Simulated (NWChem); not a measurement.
# CH$_{4}$MgOS; SMILES [Mg]([OH])[S]C

```xyz
8

Mg     0.1522    -1.0377     0.0000
O     -0.2249    -2.7563     0.0000
H     -0.3429    -3.6998    -0.0007
S      0.6442     1.2126     0.0000
C     -0.9998     2.0229     0.0000
H     -1.5816     1.7860    -0.9021
H     -0.8206     3.1069     0.0107
H     -1.5907     1.7701     0.8918
```
Atoms are numbered in this order, from 1.

All runs use the structure optimised with PBE0/def2-SVP.

**Question.** List the 6 lowest vertical singlet excitations from PBE/def2-SVPD, TDA (NWChem).

**Answer.** 
```tsv
state	energy (eV)	oscillator strength	leading excitation (squared amplitude)
S1	3.56	0.020	HOMO → LUMO (1.00)
S2	4.38	0.000	HOMO → LUMO+1 (0.99)
S3	4.73	0.038	HOMO−2 → LUMO (0.99)
S4	4.73	0.028	HOMO−3 → LUMO (0.88)
S5	4.74	0.059	HOMO−1 → LUMO (0.67)
S6	5.31	0.126	HOMO → LUMO+2 (0.58)
```
